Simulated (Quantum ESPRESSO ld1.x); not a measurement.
All-electron atom: Yb3+ in [Xe] 4f13 (the NIST ground configuration).

Calculated with ld1.x of Quantum ESPRESSO 7.5: non-relativistic Kohn-Sham, LDA (Slater exchange, Perdew-Wang correlation), spin-polarised, spherical densities, point nucleus, Perdew-Zunger self-interaction correction; open shells are filled with parallel spins first; relativity is left out, which matters for an element this heavy.

Energy parts (eV):
total: -364713.21
kinetic: 364622.74
electron-nucleus: -866070.21
Hartree: 144577.55
exchange-correlation: -7843.29

Orbitals (lengths in bohr, moments of r in powers of bohr; <r^-3> diverges for s and p1/2):
| orbital | occ. | eigenvalue (eV) | <r> | <r^-3> |
|---|---|---|---|---|
| 1s up | 1 | -57240.2 | 0.02164 | - |
| 1s down | 1 | -57240.2 | 0.02164 | - |
| 2s up | 1 | -9331.51 | 0.09178 | - |
| 2s down | 1 | -9331.48 | 0.09178 | - |
| 2p up | 3 | -8959.56 | 0.07762 | 11920 |
| 2p down | 3 | -8959.54 | 0.07761 | 11920 |
| 3s up | 1 | -2125.74 | 0.2347 | - |
| 3s down | 1 | -2125.13 | 0.2346 | - |
| 3p up | 3 | -1943.78 | 0.2244 | 2499 |
| 3p down | 3 | -1943.23 | 0.2244 | 2500 |
| 3d up | 5 | -1608.97 | 0.1973 | 437.3 |
| 3d down | 5 | -1608.57 | 0.1973 | 437.5 |
| 4s up | 1 | -440.105 | 0.5275 | - |
| 4s down | 1 | -439.165 | 0.5276 | - |
| 4p up | 3 | -364.921 | 0.5373 | 558.5 |
| 4p down | 3 | -363.989 | 0.5374 | 558.1 |
| 4d up | 5 | -229.010 | 0.5617 | 83.06 |
| 4d down | 5 | -228.093 | 0.5620 | 82.97 |
| 4f up | 7 | -55.4037 | 0.6938 | 14.00 |
| 4f down | 6 | -54.5202 | 0.6970 | 13.93 |
| 5s up | 1 | -82.4484 | 1.291 | - |
| 5s down | 1 | -82.1112 | 1.293 | - |
| 5p up | 3 | -61.3351 | 1.440 | 73.82 |
| 5p down | 3 | -61.0655 | 1.444 | 73.25 |

The highest occupied level is 4f down at -54.520 eV. Spin moment in Bohr magnetons: 1. Summed over all electrons, <r^2> = 33.18 bohr^2, which gives a Langevin (diamagnetic) susceptibility term of -26.3 x 10^-6 cm^3/mol. Virial ratio -V/T = 2.00025.
